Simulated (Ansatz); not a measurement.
MnCl2⁺, relaxed as a quintet with UKS PBE-D4/def2-TZVP in Ansatz, starting from the PBE-D4/def2-TZVP geometry of the neutral sextet. Force threshold 0.02 eV/Å.

The relaxed charge 1 quintet is spin-contaminated (final ⟨S²⟩ up to 6.33, 6.00 for a pure state). The gap within one spin of the relaxed charge 1 quintet nearly closes, so an electron or hole may be smeared out by delocalisation error.

Start:

```xyz
3

Mn   -0.002   -0.005    0.002
Cl   -1.894    0.670   -0.809
Cl    1.896   -0.665    0.808
```

```
step  energy (eV)  largest force component (eV/Å)  SCF passes
   1  -56343.6507                           0.601          56
   2  -56343.6778                           0.234          24
   3  -56343.6820                           0.010          24
```

Force components are those of the run's own axes.

End:

Cartesian coordinates in Å:
```
Mn -0.001 -0.003 0.001
Cl -1.852 0.654 -0.791
Cl 1.853 -0.651 0.790
```

By distances, no bond broke or formed. The bond that changes most is Mn1–Cl2, from 2.17 to 2.12 Å (atoms count from 1).

No frequencies were taken in this run, so the end may be a saddle point.

Hardware: 2 threads of Intel Xeon 6975P-C on a shared host. Wall time 3.2 s.
